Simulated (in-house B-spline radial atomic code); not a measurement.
A fraction x of an electron is removed from 5p in Cs3+, starting from [Kr] 4d10 5s2 5p4 and keeping the highest spin. Method: scalar-relativistic (X2C) TPSS, spin-polarised, spherical fractional occupations, Fermi nucleus of rms radius 4.8041 fm. Calculated with an all-electron radial atomic-structure program (B-spline basis).

```
   x  E(x) - E(0) (eV)  5p down level (eV)
   0            0.0000             -38.528
0.09            3.5089             -39.448
0.17            6.6975             -40.267
0.31           12.4352             -41.700
 0.4           16.2296             -42.622
 0.5           20.5430             -43.646
0.58           24.0675             -44.466
0.64           26.7539             -45.081
0.85           36.4477             -47.244
0.88           37.8697             -47.555
   1           43.6514                   -
```

The exact functional would give a straight line between the two integer points. Deviations E(x) - E(0) - x[E(1) - E(0)], in eV: -0.42 at x = 0.09, -0.723 at x = 0.17, -1.097 at x = 0.31, -1.231 at x = 0.4, -1.283 at x = 0.5, -1.25 at x = 0.58, -1.183 at x = 0.64, -0.656 at x = 0.85, -0.544 at x = 0.88.

The curve lies below the straight line by up to 1.283 eV (at x = 0.5): convex, the delocalisation error that favours fractional charges.

(1) How well does Slater's transition state (minus the level at half occupation) give the ionisation energy?

Results:

(1) It gives 43.646 eV against 43.651 eV from the two total energies; NIST lists 43.00 eV, ground level to ground level.
